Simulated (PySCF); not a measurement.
Compound: C₆H₉F.
SMILES with atom numbers: `[CH2:1]=[C:2]1[C@@H:3]([CH3:4])[C@@H:5]1[CH2:6][F:7]` (hydrogens: H8, H9 on C1; H10 on C3; H11, H12, H13 on C4; H14 on C5; H15, H16 on C6)

A PySCF run (density fitting, gas phase, GFN2-xTB geometry) gave HOMO -6.48 eV, LUMO -0.89 eV, dipole 1.50 D and E = -333.559 Eh.

Question: Which of these levels was it?
A. PBE0/def2-SVPD
B. BLYP/6-31++G**
C. B97-D/pcSseg-1
D. PBE0/6-311+G(2d,p)
E. X3LYP/6-31++G**

Answer: C. It is B97-D/pcSseg-1. All candidates on this geometry:

| level and settings | kind | basis functions | SCF cycles | E (Eh) | HOMO (eV) | LUMO (eV) | dipole (D) |
| --- | --- | --- | --- | --- | --- | --- | --- |
| BLYP/6-31++G**, start guess atom, energy threshold 1e-06 Eh | GGA | 180 | 10 | -333.7047 | -6.37 | -0.98 | 1.60 |
| B97-D/pcSseg-1, fitting basis def2-universal-jkfit, start guess sap | GGA | 164 | 18 | -333.5593 | -6.48 | -0.89 | 1.50 |
| X3LYP/6-31++G** | global hybrid | 180 | 13 | -333.6992 | -7.50 | -0.37 | 1.70 |
| PBE0/6-311+G(2d,p), fitting basis def2-qzvpp-jkfit | global hybrid | 243 | 10 | -333.5453 | -7.72 | -0.22 | 1.61 |
| PBE0/def2-SVPD | global hybrid | 215 | 14 | -333.2256 | -7.76 | -0.10 | 1.64 |

The nearest other candidate, by the summed differences of HOMO and LUMO, is BLYP/6-31++G**: its HOMO differs by +0.11 eV and its LUMO by -0.09 eV. B97-D ran without the empirical dispersion term, which would shift the total energy alone. Cycle counts include a coarse-grid stage where the run had one. All basis functions are spherical, in the Pople sets too.

Shape of the structure used: `[CH2:1]=[C:2]1[C@@H:3]([CH3:4])[C@@H:5]1[CH2:6][F:7]`: C3–C5–C6–F7 86°.
